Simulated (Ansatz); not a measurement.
`F[CH2][SnH2][Cl]` and `[BH2][SnH2][CH2]F` differ in one atom or group.

Ansatz, PBE0-D4/def2-TZVP geometries, multiplicity 1. Each molecule was computed in one conformer, which needn't be the lowest.

Elements past krypton have def2 core potentials.

```json
{"property": "HOMO–LUMO gap (B3LYP/def2-TZVPP) / eV", "`F[CH2][SnH2][Cl]`": "7.00"}
{"property": "size of the dipole moment (PBE/def2-TZVPP) / D", "`F[CH2][SnH2][Cl]`": "2.56"}
{"property": "HOMO energy (ωB97M-V/def2-TZVPP) / eV", "`F[CH2][SnH2][Cl]`": "-10.41"}
{"property": "size of the dipole moment (ωB97M-V/def2-TZVPP) / D", "`F[CH2][SnH2][Cl]`": "2.69"}
{"property": "HOMO–LUMO gap (PBE/def2-TZVPP) / eV", "`F[CH2][SnH2][Cl]`": "5.31"}
{"property": "LUMO energy (PBE/def2-TZVPP) / eV", "`F[CH2][SnH2][Cl]`": "-1.57"}
```

Q: What does the change do to each property? (Best estimate.)

A: Computed: 
```csv
property,`[BH2][SnH2][CH2]F`,shift
HOMO–LUMO gap (B3LYP/def2-TZVPP) / eV,4.71,-2.29
size of the dipole moment (PBE/def2-TZVPP) / D,1.17,-1.39
HOMO energy (ωB97M-V/def2-TZVPP) / eV,-9.88,0.53
size of the dipole moment (ωB97M-V/def2-TZVPP) / D,1.32,-1.37
HOMO–LUMO gap (PBE/def2-TZVPP) / eV,2.88,-2.43
LUMO energy (PBE/def2-TZVPP) / eV,-3.59,-2.02
```

With PBE0 the HOMO rises by 0.50 eV and the LUMO falls by 1.86 eV, so the gap narrows by about 2.36 eV. PBE moves the HOMO by 0.41 eV and ωB97M-V by 0.53 eV. Dipoles are sizes alone; their direction can turn.

B3LYP here is the variant with VWN-RPA as its local correlation; programs differ in this.
